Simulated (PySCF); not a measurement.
Cu(F) anion (CuF), SMILES [F][Cu] (connectivity only; charge and spin as stated), charge -1, multiplicity 2.

Geometry: PBE-D3(BJ)/def2-TZVPD. The spin state was assumed, not searched.

Two levels are set side by side: PBE/def2-TZVPD (PySCF) and ωB97X/def2-TZVPD (PySCF). Same geometry, gas phase. Differences are taken from unrounded values.

```csv
quantity,PBE
α-spin orbital gap (eV),2.31
β-spin orbital gap (eV),1.71
mean polarisability (bohr³),91.2
```

Task: These are the PBE values. What does ωB97X give? (The exact figures need the calculation; the answer reports its results.)

Result: 
```json
[
 {"quantity": "α-spin orbital gap (eV)", "ωB97X": "6.58", "PBE minus ωB97X": "-4.28"},
 {"quantity": "β-spin orbital gap (eV)", "ωB97X": "8.29", "PBE minus ωB97X": "-6.58"},
 {"quantity": "mean polarisability (bohr³)", "ωB97X": "89.0", "PBE minus ωB97X": "2.2"}
]
```

Rough cost on one machine, each run with all the roots and properties that it gave: ωB97X against PBE within a factor of 2.
